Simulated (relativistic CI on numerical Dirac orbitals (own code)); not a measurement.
Computed by Dirac-Coulomb-Breit CI, orbitals from a KLI potential per configuration, model QED, valence Slater integrals scaled by 0.85, P86 correlation energy added to each configuration (own radial code, finite nucleus).

Configurations in the expansion (outside the closed core [Ar]): 3d5.4s, 3d6, 3d5.4p, 3d4.4s2, 3d5.4d, 3d5.4f, 3d5.5s, 3d4.4s.4p, 3d5.5p, 3d3.4s.4p2, 3d5.6s, 3d4.4p2, 3d5.5d, 3d5.6p, 3d5.7s, 3d5.5g, 3d5.5f, 3d5.6d, 3d5.7p, 3d5.7d, 3d4.4s.5p, 3d3.4s2.4p, 3d4.4s.5s, 3d4.4s.6s, 3d4.4s.5d, 3d4.4s.4d, 3d4.4s.6p, 3d4.4p.4d, 3d4.4s.7s, 3d4.4s.7p. Levels of other configurations are missing.

Correlation outside the listed configurations is missing or only estimated: errors of thousands of cm⁻¹ between configurations and terms are usual at this charge. Rates and lifetimes follow the computed energies and can be off by large factors. The fine structure of a lone outer electron comes out too small, for d and f at times inverted, and misplaced configurations move strength between like terms. 17 of the 17 excited levels that our extract of the measured tables holds in this range could be paired (the sources list more); they are missed by 2194 cm⁻¹ on average and 5668 at most, and levels without a partner can miss by more.

Outline of the computed level scheme of Mn II. Lowest level of each configuration: 3d5.4s 7S_3 at 0.0000 eV; 3d6 5D_4 at 2.4789 eV; 3d5.4p 7P°_2 at 4.5793 eV.

Some strong electric-dipole decays among the lowest 45 levels: 3d5.4p 7P°_4 → 3d5.4s 7S_3 (3.0e+08 s⁻¹); 3d5.4p 7P°_3 → 3d5.4s 7S_3 (2.9e+08 s⁻¹); 3d5.4p 7P°_2 → 3d5.4s 7S_3 (2.9e+08 s⁻¹); 3d5.4p 7P°_3 → 3d5.4s 5S_2 (2.4e+05 s⁻¹); 3d5.4p 7P°_2 → 3d5.4s 5S_2 (1.5e+05 s⁻¹).

Rates of lines that live on the mixing of spin multiplicities can be off by large factors.

LS names give the leading component of a level, which can be under half, so a name can repeat, a term be missing and a line seem to break the LS rules.
